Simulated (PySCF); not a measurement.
**GaB⁺: from constants to spectrum**

UHF-CCSD(T) constants of GaB⁺, ²Σ⁺ (doublet), unpaired electrons σ ↑ (basis Ga x2c-SVPall, B x2c-SVPall; spin-free X2C with a Gaussian nucleus; PySCF 2.14; masses 68.9256 and 11.0093 u):

- ωe: 205.7 cm⁻¹
- ωexe: 2.44 cm⁻¹
- Be: 0.23252 cm⁻¹
- αe: 0.00379 cm⁻¹
- De to Ga⁺ + B: 0.66 eV

(1) What force constant and bond length do these constants imply?

(2) Estimate the centrifugal constant D from the Kratzer relation and find the Dunham coefficient a1.

Correlated steps freeze 10 core orbitals. Correlated levels converge slowly with the basis: in double zeta they bind strong bonds too weakly, by up to about 1 eV, and carry superposition errors of some tenths. Spin–orbit coupling is left out. For an ion De counts to the pair picked by the measured ionisation energies or electron affinities, which need not be the lowest pair at this level. The state was picked by a PBE0 search and need not be the measured ground state.

Results:

(1) Reduced mass μred = 9.4930 u; k = 5.8918×10⁻⁷·μred·ωe² (u, cm⁻¹, mdyn/Å) = 0.237 mdyn/Å; Re = √(16.8576/(μred·Be)) (u, cm⁻¹, Å) = 2.764 Å.

(2) D = 4Be³/ωe² = 1.19e-06 cm⁻¹; a1 = −1 − αeωe/(6Be²) = -3.40.
